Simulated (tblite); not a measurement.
Compound: C₆H₉F₃Si.
Cartesian coordinates in Å at the GFN2-xTB level; atoms count from 1:
```xyz
19
C6H9F3Si angstrom
C      3.7026   -0.3064   -0.0559
C      2.6097   -0.4156   -0.5307
C      1.2664   -0.5415   -1.0611
C      0.1894   -0.1224   -0.0563
F      0.2474   -0.9984    1.0309
Si    -1.6040   -0.1845   -0.8021
C     -2.8276   -0.4208    0.6164
C      0.5091    1.2572    0.5040
F     -0.5423    1.7556    1.2025
F      0.7196    2.1338   -0.5066
H      4.6707   -0.2187    0.3376
H      1.0873   -1.5845   -1.3343
H      1.1666    0.0779   -1.9555
H     -1.5793   -1.3344   -1.7154
H     -1.7746    1.0589   -1.5541
H     -3.8337   -0.5608    0.2335
H     -2.5698   -1.2931    1.2124
H     -2.8368    0.4408    1.2787
H      1.3894    1.2661    1.1636
```

Calculated harmonic vibrations of the isolated species, GFN2-xTB (tblite), most abundant isotopes, no scaling. Against measured fundamentals such values can be off by several per cent, at times by over 20. Modes of hydrogen on silicon can be 10 to 20 % off. One conformer, not necessarily the lowest.

Harmonic wavenumbers (cm⁻¹): 43.6, 47.1, 72.8, 98.4, 127.4, 137.8, 153.9, 195.9, 218.7, 292.7, 308.5, 323.6, 381.8, 423.9, 457.5, 500.8, 558.8, 619.4, 627.5, 642.8, 692.2, 715.7, 765.9, 782.7, 829.5, 848.7, 879.6, 975.0, 1029.7, 1035.0, 1058.4, 1081.3, 1136.8, 1195.0, 1255.4, 1272.9, 1297.3, 1363.7, 1426.2, 1459.0, 1464.3, 2233.8, 2284.3, 2294.1, 2911.6, 2966.0, 2976.7, 3028.7, 3039.1, 3047.6, 3399.9.

A = 1685, B = 818.2, C = 710.0 MHz; mass 166.043 u (most abundant isotopes); point group C1, symmetry number 1.

Question: Zero-point energy?

Answer: ½Σν̃ = 28490 cm⁻¹ = 81.45 kcal/mol.

Question: Give the ideal-gas entropy at 298.15 K and 1 bar in the rigid-rotor, harmonic-oscillator model (classical rotation).

Answer: Translation 41.26, rotation 30.17, vibration 41.59: S = 113.0 cal/(mol K).

Question: And Cp and H(298.15 K) − H(0)?

Answer: Cp = 47.53 cal/(mol K), of which vibrations give 39.58 (their classical limit is 51 R = 101.3); H(298.15 K) − H(0) = 8.71 kcal/mol without the zero-point energy, 6.34 from vibrations.

Question: What must be added to the electronic energy to get the Gibbs energy at 298.15 K and 1 bar?

Answer: ZPE + [H(298.15 K) − H(0)] − T·S = 81.45 + 8.71 − 33.70 = 56.46 kcal/mol.

Question: Which modes carry the vibrational entropy at 298.15 K?

Answer: 43.6 cm⁻¹: 5.09; 47.1 cm⁻¹: 4.94; 72.8 cm⁻¹: 4.08; 98.4 cm⁻¹: 3.49; 127.4 cm⁻¹: 2.98; 137.8 cm⁻¹: 2.83 cal/(mol K); the other 45 give 18.19 together.

Question: How do the functions run with temperature in this model?

Answer: 
| T (K) | S (cal/(mol K)) | Cp (cal/(mol K)) | H − H(0) (kcal/mol) | G − H(0) (kcal/mol) | ln q(vib) |
| --- | --- | --- | --- | --- | --- |
| 50 | 62.4 | 16.1 | 0.57 | -2.55 | 0.89 |
| 100 | 76.0 | 23.7 | 1.57 | -6.03 | 2.77 |
| 373.15 | 124.5 | 55.0 | 12.56 | -33.91 | 12.88 |
| 500 | 142.1 | 65.2 | 20.21 | -50.84 | 17.15 |
| 750 | 171.3 | 78.5 | 38.32 | -90.15 | 24.85 |
| 1000 | 195.1 | 87.0 | 59.07 | -136.04 | 31.67 |

q(vib) and H(0) count from the zero-point level.

Hindered rotation and anharmonicity are outside this model. Other conformers, if any are populated, would add a mixing term that is left out. The structure is chiral; the term R ln 2 for an equal mix with its mirror image is left out.

Time: 0.76 s of wall time. Hardware: an Arm Neoverse V2 with one thread, on a shared host. This covers the Hessian and the dipole derivatives.
